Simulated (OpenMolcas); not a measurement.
Ti3+ (d1) among equal point charges was computed by CASSCF with the d shell active (OpenMolcas, ANO-RCC-VTZP on the metal). Its lowest spin-free states, and all those of the highest spin:

```json
{"2S+1": "2", "Degeneracy": "1", "E (cm-1)": "0.0"}
{"2S+1": "2", "Degeneracy": "2", "E (cm-1)": "1651"}
{"2S+1": "2", "Degeneracy": "1", "E (cm-1)": "4915"}
{"2S+1": "2", "Degeneracy": "1", "E (cm-1)": "8504"}
```

Problem. Is the site octahedral, tetrahedral or cube-like, axial, or of lower symmetry?

Solution. The states with 2S+1 = 2 have orbital degeneracies 1, 2, 1, 1. There are pairs but no triples, so the site is axial: not cubic, but with a proper or improper axis of order three or more. The run had Ti3+ among 6 point charges of -1 e arranged as a tetragonal octahedron (D4h), 1.89 Å from the ion, with the axial distance 1.720 Å.

Point charges carry no covalency, so the field is a model and not that of real ligands. No measured value stands beside these numbers.
